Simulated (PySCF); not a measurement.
A structure optimised at B3LYP-D3(BJ)/def2-SVP, used in a PySCF frequency run:

```xyz
7

O      1.5976    -0.4340    -0.3815
Ge     0.0000     0.0000     0.3087
O     -1.1747    -1.1665    -0.3815
O     -0.4229     1.6006    -0.3815
H      1.8149    -1.3674    -0.2416
H     -2.0916    -0.8880    -0.2416
H      0.2768     2.2554    -0.2416
```
Charge 0, spin multiplicity 2.

Q: Write its SMILES, formula and point group.

A: [OH][Ge]([OH])[OH], GeH3O3, C3

Q: What are its rotational constants (standard atomic weights)?

A: 5.7710, 5.7710, 3.4342 GHz
